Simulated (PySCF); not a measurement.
**Telling isomers of C$_{9}$H$_{14}$Si apart by NMR**

- σ from GIAO-PBE0/pcSseg-1
- GFN2-xTB geometry
- code: PySCF
- a single conformation, averaged over atoms made equivalent by symmetry, fast rotation or ring inversion, gas phase, non-relativistic

Chemical shifts δ = σref − σ; ¹H (31.72 ppm) and ¹³C (186.93 ppm) against TMS, all at this level. Where no couplings were computed, multiplicities follow the n + 1 count of equivalent neighbours, and m marks all less simple cases (inequivalent or close neighbours, rings, F or P nearby). Shifts are as computed. Against solution values, carbons near 30 ppm lie about +3 ppm off and those near 130 ppm about +5 ppm. Of 1309 compounds with measured shifts, 239 miss one by over three times the rms of a fit or turn the order of signals round; such compounds aren't used in these exercises.

(1) Tabulate the signals of `C=CC1=CC([SiH2]C)=CCC1`, `C=C=C(C#C[SiH2]C)C(C)C`, `CC(C)(C)C#CC1=CC[SiH2]1`, `C1=C(C2CC2)[C@H]2C[C@H](C2)[SiH2]1` and their relative energies.

(2) What is the quickest way to tell C=CC1=CC([SiH2]C)=CCC1 from C=C=C(C#C[SiH2]C)C(C)C?

(3) What is the quickest way to tell C=CC1=CC([SiH2]C)=CCC1 from C1=C(C2CC2)[C@H]2C[C@H](C2)[SiH2]1?

(4) What is the quickest way to tell C=C=C(C#C[SiH2]C)C(C)C from CC(C)(C)C#CC1=CC[SiH2]1?

Answers

(1) 
```tsv
SMILES	carbon types	δC	δH	E rel. (kcal/mol)
C=CC1=CC([SiH2]C)=CCC1	2×C 3×CH 3×CH2 1×CH3	146.6, 146.4, 140.8, 138.5, 136.2, 118.5, 28.0, 24.0, -9.4	6.68 (m, 1H), 6.37 (t, 1H), 6.21 (s, 1H), 5.56 (m, 1H), 5.46 (m, 1H), 4.46 (q, 2H), 2.29 (m, 2H), 2.27 (m, 2H), 0.25 (t, 3H)	0.0
C=C=C(C#C[SiH2]C)C(C)C	4×C 1×CH 1×CH2 3×CH3	229.0, 107.6, 103.3, 100.6, 79.1, 38.5, 23.9, -4.7	5.14 (s, 2H), 4.59 (q, 2H), 2.34 (m, 1H), 1.22 (d, 6H), 0.31 (t, 3H)	42.1
CC(C)(C)C#CC1=CC[SiH2]1	4×C 1×CH 1×CH2 3×CH3	163.5, 135.8, 110.9, 85.0, 32.9, 28.9, 18.5	7.14 (t, 1H), 5.02 (m, 2H), 1.90 (m, 2H), 1.29 (s, 9H)	36.8
C1=C(C2CC2)[C@H]2C[C@H](C2)[SiH2]1	1×C 4×CH 4×CH2	189.3, 100.7, 45.5, 37.2, 21.3, 17.0, 16.7	4.68 (m, 1H), 4.53 (m, 2H), 2.69 (m, 2H), 2.61 (m, 1H), 1.81 (m, 1H), 1.76 (m, 2H), 1.09 (m, 1H), 0.92 (m, 2H), 0.57 (m, 2H)	20.1
```

Energies are electronic energies at PBE0/pcSseg-1 on these geometries, without zero-point or thermal terms, each for the one conformer computed, which needn't be the lowest.

(2) Count the carbon signals: 9 against 8. The first has an alkene CH at 146.6 ppm, the second a central carbon of an allene (C) at 229.0 ppm. In the proton spectra the most deshielded non-exchanging signals are 6.68 (m, 1H) and 5.14 (s, 2H).

(3) Count the carbon signals: 9 against 7. The first has a terminal =CH2 carbon at 118.5 ppm, the second an allylic sp3 CH at 45.5 ppm. Their most deshielded carbons lie at 146.6 and 189.3 ppm. In the proton spectra the most deshielded non-exchanging signals are 6.68 (m, 1H) and 4.68 (m, 1H).

(4) Count the carbon signals: 8 against 7. The first has a central carbon of an allene (C) at 229.0 ppm, the second an alkene CH at 163.5 ppm. In the proton spectra the most deshielded non-exchanging signals are 5.14 (s, 2H) and 7.14 (t, 1H).
